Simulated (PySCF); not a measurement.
germylsulfanylgermane (Ge₂H₆S), SMILES [GeH3][S][GeH3].

Coordinates come from a B3LYP-D3(BJ)/def2-SVP optimisation.

Method: TDA-PBE/def2-SVPD (PySCF 2.14.0).

Vertical excitations. Isolated molecule, no solvent. State labels are in the subgroup C2v.

```
state  symmetry  energy (eV)  λ (nm)      f                                              main pairs
-----  --------  -----------  ------  -----  ------------------------------------------------------
S1           B2         4.88     254  0.017                                          HOMO→LUMO 98 %
S2           A2         5.06     245  0.000                                       HOMO→LUMO+1 100 %
S3           B2         5.33     232  0.000                                        HOMO→LUMO+2 99 %
S4           B2         5.74     216  0.001                                        HOMO→LUMO+3 98 %
S5           B1         6.33     196  0.005                    HOMO→LUMO+4 76 %, HOMO−1→LUMO+1 24 %
S6           A2         6.43     193  0.000                                        HOMO→LUMO+5 99 %
S7           A1         6.46     192  0.065                      HOMO−1→LUMO 83 %, HOMO→LUMO+6 13 %
S8           A1         6.77     183  0.009                    HOMO→LUMO+6 66 %, HOMO−1→LUMO+2 19 %
S9           B1         6.77     183  0.000  HOMO−2→LUMO 55 %, HOMO−1→LUMO+1 32 %, HOMO→LUMO+4 10 %
S10          A1         6.91     179  0.020                    HOMO−1→LUMO+2 79 %, HOMO→LUMO+6 14 %
T1           B2         4.44     279      0                                         HOMO→LUMO 100 %
T2           A2         4.71     263      0                                        HOMO→LUMO+1 99 %
T3           B2         5.25     236      0                                        HOMO→LUMO+2 99 %
T4           B2         5.58     222      0                                        HOMO→LUMO+3 99 %
```
Triplets are in the Tamm–Dancoff approximation.
